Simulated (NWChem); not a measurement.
AlI$_{2}$Cl; SMILES [Cl][Al]([I])[I]

Program: NWChem. Pople sets run with spherical d functions. Structure relaxed at the PBE-D3(BJ)/def2-SVP (def2 core potentials past Kr) level. Total energies compare along this basis series because the functional is fixed.

| level | basis functions | energy (Ha) | highest occupied level (eV) | orbital gap (eV) | dipole (D) |
|---|---|---|---|---|---|
| Hartree-Fock/STO-3G, non-relativistic | 72 | -14395.2220 | -8.02 | 13.03 | 0.48 |
| Hartree-Fock/3-21G, non-relativistic | 88 | -14472.6775 | -10.54 | [?] | [?] |
| Hartree-Fock/6-311G**, non-relativistic | 176 | -14535.2660 | -10.50 | 11.34 | 0.74 |

Some entries are withheld; supply them.


- Hartree-Fock/3-21G, non-relativistic, orbital gap (eV): 11.08
- Hartree-Fock/3-21G, non-relativistic, dipole (D): 1.09
